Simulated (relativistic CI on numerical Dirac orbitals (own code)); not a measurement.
Computed by Dirac equation for one electron, model QED (radiative potential, 1s self-energy scaled to tabulated hydrogen-like ionisation energies) (own radial code, finite nucleus).

Configuration list: 1s, 2s, 2p, 3s, 3p, 3d, 4s, 4p, 4d, 4f, 5s, 5p, 5d, 5f, 5g, 6s, 6p, 6d. Levels of other configurations are missing.

Outline of the computed level scheme of Sr XXXVIII. Lowest level of each configuration: 1s 2S_1/2 at 0.0 eV; 2p 2P°_1/2 at 14990.6 eV; 2s 2S_1/2 at 14992.7 eV; 3p 2P°_1/2 at 17798.7 eV; 3s 2S_1/2 at 17799.4 eV; 3d 2D_3/2 at 17828.2 eV; 4p 2P°_1/2 at 18777.5 eV; 4s 2S_1/2 at 18777.8 eV; 4d 2D_3/2 at 18789.9 eV.

Some strong electric-dipole decays among the lowest 14 levels: 2p 2P°_1/2 → 1s 2S_1/2 (1.3e+15 s⁻¹); 2p 2P°_3/2 → 1s 2S_1/2 (1.3e+15 s⁻¹); 3p 2P°_3/2 → 1s 2S_1/2 (3.5e+14 s⁻¹); 3p 2P°_1/2 → 1s 2S_1/2 (3.4e+14 s⁻¹); 4p 2P°_3/2 → 1s 2S_1/2 (1.4e+14 s⁻¹); 4p 2P°_1/2 → 1s 2S_1/2 (1.4e+14 s⁻¹); 3d 2D_5/2 → 2p 2P°_3/2 (1.3e+14 s⁻¹); 3d 2D_3/2 → 2p 2P°_1/2 (1.2e+14 s⁻¹).
